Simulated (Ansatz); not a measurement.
`C=C[Te][GeH3]`, charge 0, multiplicity 1.

**Question.** Give a relaxed structure at PBE0-D4/def2-TZVP (Ansatz). (Estimate.)

**Answer.** Computed: 
Z-matrix (Å, degrees):
```
Ge
Te 1 2.554
H 1 1.535 2 107.2
H 1 1.538 2 108.7 3 -119.2
H 1 1.537 2 111.3 3 120.3
C 2 2.103 1 93.6 3 167.2
C 6 1.324 2 123.3 1 135.1
H 6 1.086 2 115.3 1 -48.9
H 7 1.085 6 122.5 2 -4.5
H 7 1.086 6 120.6 2 175.4
```
This is one stationary point; other conformers may exist.
